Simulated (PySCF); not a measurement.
# Two-component Hartree-Fock for Mn (manganese, neutral)

Start: [Ar] 3d5 4s2; 3d3/2 filled at m_j = -3/2, -1/2, +1/2, +3/2; 3d5/2 filled at m_j = +5/2. Calculated with PySCF 2.14 in x2c-QZVPPall-2c (11s9p5d4f2g, 109 functions): generalised Hartree-Fock with the X2C-1e Hamiltonian and a Gaussian nucleus; one run each with spin-orbit coupling (SO) switched off, then screened by Boettger's factors.

```
spinor shell  electrons  ε, spin-free (eV)  ε, screened SO (eV)  weight of nominal j (screened SO)  rms radius, screened SO (bohr)
       1s1/2          2            -6598.5              -6598.5                              1.000                          0.0703
       2s1/2          2            -803.47              -803.46                              1.000                           0.302
       2p1/2          2            -677.04              -684.51                              0.978                           0.271
       3s1/2          2            -105.61              -105.61                              1.000                           0.915
       3p1/2          2            -67.747              -68.207                              0.664                           0.986
       3p3/2          4            -67.747              -67.527                              0.832                           0.990
       3d3/2          4            -17.086              -17.100                              0.509                            1.29
       3d5/2          1            -17.086              -17.024                              1.000                            1.29
       4s1/2          2             -6.875               -6.875                              1.000                            3.63
```

(1) Where does 2p3/2 lie, and what is the 2p spin-orbit splitting (screened SO)?

```tsv
quantity	spin-free	screened SO
E (hartree)	-1157.39758	-1157.41351
M_J	5/2	5/2
⟨J²⟩	8.771	8.771
⟨L²⟩	0.000	0.001
⟨S²⟩	8.771	8.770
```

Each row is a mean over spinors that exchange with the open shell spreads, by up to 13.909 eV (3p3/2).

Rows whose weight is well below 1 are mixtures of j = l ± 1/2: exchange outweighs spin-orbit coupling there, and the label is only the starting occupation.

Without spin-orbit coupling the j labels of p, d and f shells carry no meaning; the spin-free column gives the mean over the occupied spinors of each nl shell.

## Answers

(1) At -673.39 eV, 11.122 eV above 2p1/2.
